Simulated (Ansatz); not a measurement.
A nudged elastic band was laid between two geometries of AlH6NO3 (11 atoms, charge 0, multiplicity 1).

Level of theory: RKS B3LYP-D4/def2-SVP (Ansatz 0.2.0).

- movable images: 5
- climbing image: yes
- spring: 5.0 eV/Å²
- optimiser: quadratic models (default)
- start path: through a guess of the saddle point
- force threshold: 0.05 eV/Å
- iteration limit: 60
- end points: relaxed

Initial state:

```xyz
11
Properties=species:S:1:pos:R:3
Al 0.124 -0.500 0.008
O 1.213 -0.493 -1.341
O 0.808 -0.605 1.597
O -1.452 -1.183 -0.228
H 0.124 1.926 -0.770
N -0.378 1.458 -0.013
H 1.168 -1.165 -2.026
H 1.680 -0.983 1.742
H -1.773 -1.903 0.320
H -1.384 1.554 -0.167
H -0.131 1.895 0.877
```

Final state:

```xyz
11
Properties=species:S:1:pos:R:3
Al -0.037 -0.351 0.318
O 1.009 -0.111 -1.366
O 0.946 -1.020 1.553
O -1.239 -1.361 -0.397
H 0.641 0.814 -1.372
N -0.395 1.450 0.190
H 0.539 -0.614 -2.052
H 1.403 -0.535 2.243
H -1.566 -2.156 0.032
H -1.363 1.742 0.071
H 0.062 2.141 0.780
```

(1) What changes between the two ends?

(2) What energy profile does the band end with?

(3) What is the geometry of the highest image?

(4) What are the harmonic wavenumbers there?

## Answers

(1) Bonds broken: H5–N6. Bonds formed: O2–H5.

(2) It converged. The highest image is number 4 of 0 to 6, 0.95 eV above the first end and 0.06 eV above the last; the last end lies 0.89 eV above the first. A vibrational analysis at the climbing image gives one clearly imaginary mode, 698i cm⁻¹: a first-order saddle point. The orbitals stay closed-shell, which can raise the energy where a bond breaks towards radicals; this wasn't checked here.

| image | path coordinate (Å) | energy (eV) | H5–N6 (Å) | O2–H5 (Å) |
| --- | --- | --- | --- | --- |
| 0 | 0.00 | 0.00 | 1.02 | 2.71 |
| 1 | 0.45 | 0.03 | 1.02 | 2.43 |
| 2 | 0.90 | 0.12 | 1.03 | 2.07 |
| 3 | 1.35 | 0.42 | 1.09 | 1.62 |
| 4 | 1.80 | 0.95 | 1.46 | 1.13 |
| 5 | 2.31 | 0.90 | 1.83 | 1.01 |
| 6 | 2.83 | 0.89 | 1.98 | 1.00 |

(3) 
```xyz
11
Properties=species:S:1:pos:R:3:forces:R:3
Al -0.083 -0.412 0.328 0.00 0.00 0.00
O 1.044 -0.078 -1.196 0.00 0.00 0.01
O 0.782 -0.919 1.717 0.01 0.01 0.00
O -1.424 -1.335 -0.216 0.00 0.00 0.00
H 0.517 0.909 -1.013 -0.01 0.00 0.00
N -0.373 1.441 0.009 0.01 0.00 0.00
H 0.803 -0.483 -2.041 0.00 0.00 0.00
H 1.727 -0.831 1.861 0.00 -0.01 0.00
H -1.676 -2.171 0.185 0.00 0.00 0.00
H -1.310 1.727 -0.274 0.00 0.00 0.00
H -0.008 2.152 0.642 0.00 0.00 0.00
```

(4) 698i, 60, 130, 196, 227, 242, 271, 357, 450, 497, 535, 608, 638, 673, 693, 725, 820, 859, 927, 1507, 1543, 1945, 3523, 3605, 3836, 3932, 3945 cm⁻¹.

The run took 2.8 min on 2 threads of Arm Neoverse V2 (shared host), peak memory 0.22 GiB.
